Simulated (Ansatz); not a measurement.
Molecule: sum formula H₄BO₂, charge 1, multiplicity 1. It need not be the lowest isomer of its formula. SMILES: OB[OH2+]
Structure (B3LYP-D3(BJ)/def2-TZVP (Ansatz, a quantum-chemistry and plane-wave program) minimum search):
```
B
O 1 1.3078
H 2 0.9671 1 119.97
H 1 1.1767 2 135.00 3 0.00
O 1 1.4810 4 114.56 2 -180.00
H 5 0.9730 1 123.65 4 0.00
H 5 0.9771 6 114.90 1 -180.00
```
Charge +1, spin multiplicity 1.

Parts of the frozen-core correlation energy in cc-pVDZ (Ansatz, hartree). Frozen orbitals: 3; correlated occupied orbitals by spin: 9 and 9; virtual: 50 and 50. No spin-orbit coupling. Non-relativistic.

| term | value |
|---|---|
| reference (HF) | -176.57108 |
| MP2 opposite-spin | (withheld) |
| MP2 same-spin | -0.11580 |
| CCSD correlation | (withheld) |
| (T) | (withheld) |
| T1 diagnostic | 0.013 |
| largest doubles amplitude | 0.043 |

Problem. What belongs in the gaps?

Solution. 
- MP2 opposite-spin, value: -0.34234
- CCSD correlation, value: -0.48003
- (T), value: -0.01015
